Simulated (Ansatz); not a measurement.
Molecule: sum formula H6BN2O, net charge 1, singlet state. It need not be the lowest isomer of its formula. SMILES: B([OH2+])(N)N
Coordinates optimised at B3LYP-D3(BJ)/def2-TZVP (Ansatz, an electronic-structure program):
```
B
N 1 1.3819
H 2 1.0074 1 125.06
H 2 1.0082 3 112.77 1 -170.13
N 1 1.3820 2 133.56 3 -156.08
H 5 1.0073 1 125.49 2 -156.58
H 5 1.0083 6 112.62 1 -170.92
O 1 1.5293 2 112.85 3 23.65
H 8 0.9706 1 122.73 2 -157.37
H 8 0.9709 9 113.76 1 167.77
```
Charge +1, spin multiplicity 1.

Parts of the frozen-core correlation energy in 6-31G (Ansatz, hartree). Frozen orbitals: 4; correlated occupied orbitals by spin: 12 and 12; virtual: 32 and 32. Spin-orbit coupling is left out. Non-relativistic.

```csv
term,value
reference (HF),-211.74457
MP2 opposite-spin,?
MP2 same-spin,-0.09133
CCSD correlation,?
(T),?
T1 diagnostic,0.013
largest doubles amplitude,0.030
```

What belongs in the gaps?


- MP2 opposite-spin, value: -0.29324
- CCSD correlation, value: -0.41142
- (T), value: -0.00758
